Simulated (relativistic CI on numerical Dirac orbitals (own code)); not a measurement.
# Radial parameters of Tc²⁸⁺

Computed by Dirac-Coulomb-Breit CI, KLI orbitals optimised for each configuration, a model potential for QED, unscaled Slater integrals (own radial code, finite nucleus).

Slater integrals F^k, G^k are unscaled and averaged over j, outside the closed core [Ne]; ζ comes from projecting the Hamiltonian with its Breit term on Σ l·s of the shell.

- 3s2 3p3: F^2(3p,3p) = 278950, ζ(3p) = 147240 cm⁻¹; <r>(3p) = 0.3559, <r^2>(3p) = 0.146 (bohr units).
- 3s 3p4: F^2(3p,3p) = 278730, G^1(3s,3p) = 352600, ζ(3p) = 147150 cm⁻¹; <r>(3s) = 0.3663, <r^2>(3s) = 0.1527, <r>(3p) = 0.3561, <r^2>(3p) = 0.1462 (bohr units).
- 3s2 3p2 3d: F^2(3p,3p) = 278600, ζ(3p) = 147010, F^2(3p,3d) = 279730, G^1(3p,3d) = 297660, G^3(3p,3d) = 199460, ζ(3d) = 18121 cm⁻¹; <r>(3p) = 0.3563, <r^2>(3p) = 0.1464, <r>(3d) = 0.317, <r^2>(3d) = 0.1162 (bohr units).

Averages of the first 10 configurations, taken without configuration mixing, which lowers the lowest level and can move excited configurations by several eV; other configurations of the list can lie among them:

```csv
Configuration,Parity,States,Average energy above the lowest level (eV)
3s2 3p3,odd,20,34.0
3s 3p4,even,30,137.3
3s2 3p2 3d,even,150,163.6
3p5,odd,6,252.6
3s 3p3 3d,odd,400,261.7
3p4 3d,even,150,371.9
3s 3p2 3d2,even,1350,390.7
3s2 3p 3d 4p,even,360,898.4
3p4 4s,even,30,939.0
3s 3p2 3d 4s,even,600,951.2
```
